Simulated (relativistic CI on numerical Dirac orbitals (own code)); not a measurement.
# What each ingredient does to the levels of Os XVII

Base calculation: Dirac-Coulomb-Breit CI, orbitals from a KLI potential per configuration, QED by a radiative potential, unscaled Slater integrals.

Configurations in the expansion (outside the closed core [Ar] 3d10 4s2): 4p6 4d10 4f12 5s2, 4p6 4d10 4f14, 4p6 4d10 4f13 5s, 4p6 4d10 4f12 5s 5p, 4p6 4d10 4f13 5p, 4p6 4d10 4f11 5s2 5p, 4p6 4d10 4f12 5s 5d, 4p6 4d10 4f11 5s 5p2, 4p6 4d10 4f13 5d, 4p6 4d10 4f12 5s 5f, 4p6 4d10 4f11 5s2 5d, 4p6 4d10 4f12 5p 5d, 4p6 4d10 4f13 6s, 4p6 4d9 4f13 5s2, 4p6 4d10 4f13 5f, 4p6 4d10 4f12 5s 5g, 4p6 4d10 4f10 5s2 5p 6s, 4p6 4d10 4f12 5p 6s, 4p6 4d10 4f11 5s2 6s, 4p6 4d10 4f12 5s 6s, 4p6 4d10 4f13 5g, 4p6 4d10 4f12 5s 6p, 4p6 4d10 4f11 5s2 6d, 4p6 4d10 4f11 5s2 7s, 4p6 4d10 4f12 5s 7s, 4p5 4d10 4f13 5s2, 4p6 4d10 4f12 5s 6f, 4p6 4d10 4f12 6s2, 4p6 4d10 4f11 5p 6s2, 4p6 4d10 4f11 5d 6s2. Double excitations out of closed p, d and f shells are left out; levels of such configurations are missing from the list, as are those of other unlisted configurations, and high levels can miss mixing partners.

The lowest level and the first level of each name with at least 55 % of one term (blank where a level has no safe partner in the second run):

```tsv
Level	Base (cm⁻¹)	Shift (cm⁻¹)
4p6 4d10 4f12 5s2 3H_6	0.0	0.0
4p6 4d10 4f12 5s2 3F_4	9624.1	-1010.6
4p6 4d10 4f12 5s2 3H_5	20812.6	+38.7
4p6 4d10 4f13 5s 3F°_4	23086.1	-1462.3
4p6 4d10 4f13 5s 3F°_3	27757.8	-1848.8
4p6 4d10 4f12 5s2 3F_2	31329.5	-2225.9
4p6 4d10 4f12 5s2 3F_3	32716.8	-1074.8
4p6 4d10 4f13 5s 3F°_2	45550.1	-1518.8
4p6 4d10 4f13 5s 1F°_3	50823.2	-2176.1
4p6 4d10 4f12 5s2 1I_6	68988.9	-4901.2
4p6 4d10 4f12 5s2 3P_0	71185.0	-5735.7
4p6 4d10 4f12 5s2 3P_1	76544.3	-5342.3
4p6 4d10 4f14 1S_0	89619.6	-2166.0
4p6 4d10 4f12 5s2 1S_0	154383.7	-11862.9
4p6 4d10 4f12 5s 5p 5G°_6	249851.7	+4086.8
4p6 4d10 4f11 5s2 5p 5H_7	272730.0	+4161.7
```

At this charge transitions that keep the count of f electrons are usually good to a few per cent. Terms inside the open d or f shell come out 10 to 20 % too wide with unscaled integrals. Levels that differ in their count of f electrons can be misplaced by several ten thousand cm⁻¹, since the correlation energy of f electrons is missing or only estimated; rates across such gaps can be off by orders of magnitude.

**Question.** One thing was changed in a second run, which moved the levels as shown. Which?
A. Breit term removed
B. configuration mixing switched off
C. QED terms removed
D. valence Slater integrals scaled by 0.9
E. one mean potential for all configurations

**Answer.** D. Valence Slater integrals scaled by 0.9. Scaling acts on the splittings between terms and on the mixing, and leaves the fine structure of pure LS terms nearly alone; in jj coupling it moves the levels of one term differently.

LS names give the leading component of a level, which can be under half, so a name can repeat, a term be missing and a line seem to break the LS rules.
